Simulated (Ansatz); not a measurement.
Reaction (formal exchange of groups at the Sn–S bond): `C[O][SnH2][S]C` + `C=C(O)C=N` → `C[O][SnH2][CH]=N` + `C=C(O)SC`

Isolated molecules relaxed with PBE0-D4/def2-TZVP in Ansatz; ΔE leaves out vibrations. CCSD(T)/CBS is the MP2 limit (def2-TZVPP, def2-QZVPP) plus CCSD(T) − MP2 in def2-TZVPP, frozen cores. Functionals use def2-TZVPP. B3LYP here is the variant with VWN-RPA as its local correlation; programs differ in this. def2 core potentials past Kr. For Sn outer-core shells are correlated without core-valence functions, which leaves a few kJ/mol of doubt a bond. One conformer a species, not always the lowest.

```csv
level,ΔE (kcal/mol),difference from CCSD(T)/CBS
PBE-D4,32.6,-0.3
r2SCAN-D4,34.0,1.1
ωB97X-V,32.4,-0.5
ωB97M-V,32.3,-0.6
B2PLYP,33.0,0.1
B3LYP,33.1,0.2
HF/def2-TZVPP,35.7,2.8
HF/def2-QZVPP,35.9,3.0
MP2/def2-QZVPP,33.6,0.7
MP2/CBS(def2),33.9,1.0
CCSD(T)/CBS,32.9,0
```

Largest T1 diagnostic among the species: 0.014.

In def2-TZVPP, CCSD(T) changes the Hartree–Fock value by −3.8 kcal/mol (the triples alone add −0.3 kcal/mol) and MP2 by −2.8 kcal/mol. From PBE to PBE0 (25 % exact exchange), in def2-TZVPP and without D4, ΔE moves by +1.4 kcal/mol.
